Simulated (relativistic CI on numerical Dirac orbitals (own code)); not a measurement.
Calculated at this level of theory: Dirac-Coulomb-Breit CI, orbitals from a KLI potential per configuration, model QED, unscaled Slater integrals (own radial code, finite nucleus).

The strongest absorption lines from the ground level of an ion, among the configurations computed and to levels below about 463 eV (vacuum wavelength in Å, gf): 34.484 (0.25), 35.067 (2.6), 35.320 (0.88), 35.593 (0.4), 89.085 (3), 89.527 (0.7), 91.080 (1.5), 99.811 (2.7).

Which ion is it?
A. Se XVI
B. Sr XX
C. Kr XX
D. Kr XVIII

D. Kr XVIII has 19 electrons and the ground level 3s2 3p6 3d 2D_3/2; the strongest line goes to 3s2 3p5 3d2 2D°_3/2. The pattern of lines fixes the number of electrons, and along that sequence the line energies rise steadily with the charge (about as its square where n changes within one kind of shell, about linearly where n is kept but much faster in heavy ions where fine structure, which grows about as Z⁴, sets the gap, and irregularly where shells cross), which fixes Z. Configurations outside the model, such as inner-shell arrays, can give stronger lines. At this charge energies of transitions that change n are usually good to better than 1 %, and those within a shell (Δn = 0) to a few per cent.

LS names give the leading component of a level, which can be under half, so a name can repeat, a term be missing and a line seem to break the LS rules.
